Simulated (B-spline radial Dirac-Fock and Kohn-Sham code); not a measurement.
Z = 21 (scandium), transition energy 50 keV. Calculated with a radial atomic solver, using a Dirac-Hartree-Slater potential of the neutral atom with a Latter tail (no hole, which puts coefficients of high multipoles low close above an edge), finite nucleus with surface currents. Subshells that would emit electrons below 1 keV are left out.

Problem. A pure transition shows α(K) = 610, L1/L2 = 6.23 and L1/L3 = 2.19. What is its multipolarity?
A. E4
B. M4
C. E2
D. E1
E. M1
F. M2
G. E3
H. M3

Solution. B. For comparison, α(K), L1/L2, L1/L3 are E1 0.200, 36.5, 19.9; E2 4.19, 9.29, 5.50; E3 72.8, 2.74, 1.69; E4 1210, 1.09, 0.686; M1 0.0926, 30.1, 63.3; M2 1.80, 15.0, 15.4; M3 33.1, 9.09, 4.68.
